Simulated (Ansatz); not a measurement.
Species: C₃H₄O, SMILES `C#COC` (charge 0, multiplicity 1), formula C$_{3}$H$_{4}$O.

Task: How many basis functions does frozen-core CCSD(T)/cc-pVQZ // M06-2X/def2-TZVP run with Ansatz (an electronic-structure program) use, how many core orbitals are frozen, and how many electrons are correlated?

Result: 340 basis functions and 4 frozen orbitals, which leaves 22 correlated electrons. Core time is of the order of minutes.
